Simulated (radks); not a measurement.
The numbers below are computed, except where a source is named.
All-electron atom: Lu II in [Xe] 4f14 6s2. Level of theory: scalar-relativistic Kohn-Sham, PBEsol, spin-polarised, spherical densities, finite nucleus; Fermi nuclear charge, rms radius 5.37 fm (a radial shooting solver on a logarithmic mesh with Libxc functionals).

Radial electron density D(r) = 4 pi r^2 rho(r):

| r (bohr) | D(r) (e/bohr) |
|---|---|
| 0.00096 | 6.003 |
| 0.001301 | 9.623 |
| 0.001763 | 15.16 |
| 0.00239 | 23.31 |
| 0.003239 | 34.72 |
| 0.004425 | 49.97 |
| 0.005997 | 67.20 |
| 0.008127 | 83.70 |
| 0.01101 | 94.55 |
| 0.01493 | 95.53 |
| 0.02023 | 88.66 |
| 0.02742 | 85.98 |
| 0.03716 | 100.6 |
| 0.05036 | 124.1 |
| 0.06825 | 125.7 |
| 0.09324 | 103.1 |
| 0.1264 | 103.6 |
| 0.1713 | 116.6 |
| 0.2321 | 84.39 |
| 0.3146 | 56.75 |
| 0.4263 | 67.62 |
| 0.5778 | 53.96 |
| 0.783 | 27.36 |
| 1.061 | 15.63 |
| 1.438 | 8.488 |
| 1.949 | 3.107 |
| 2.663 | 1.229 |
| 3.609 | 0.6668 |
| 4.891 | 0.1998 |
| 6.629 | 0.02272 |
| 8.984 | 0.0007384 |

D(r) has 4 maxima, at r = 0.0131, 0.0596, 0.166, 0.447 bohr, and minima at 0.0253, 0.108, 0.315 bohr, inside which lie 1.92, 11.07, 29.70 electrons.
